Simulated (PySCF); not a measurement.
Polarisability and C₆ of Ge- (germanium, charge -1)

[Ar] 3d10 4s2 4p3, high-spin 4S determinant. Calculation: PySCF 2.14, in def2-TZVPPD (7s5p5d1f, 54 functions); the non-relativistic Hamiltonian (point nucleus). Coupled (time-dependent) response in atomic units; α is the mean over directions.

```
 method  mean α (bohr³)  C₆ (like pair)  S(−4)
    UHF           72.64           784.7   2783
wB97X-V           73.56           777.1   3178
```

S(−4) is the Cauchy moment in α(ω) = α(0) + S(−4) ω² + …

α(iu) at wB97X-V:

```tsv
u (hartree)	α(iu) (bohr³)
0	73.56
0.0500	66.77
0.100	54.13
0.200	34.56
0.300	23.47
0.500	12.72
0.750	7.140
1.00	4.563
1.50	2.352
2.00	1.450
3.00	0.7217
5.00	0.2919
```

A single London oscillator, α(iu) = α/(1 + u²/ω²), gives C₆ = (3/4) ω α². Matching the computed C₆ needs ω = 4 × 777.1 / (3 × 73.56²) = 0.191 hartree.

For an ion, C₆ is the dispersion term alone; charge-induced terms of lower order in 1/R come first.
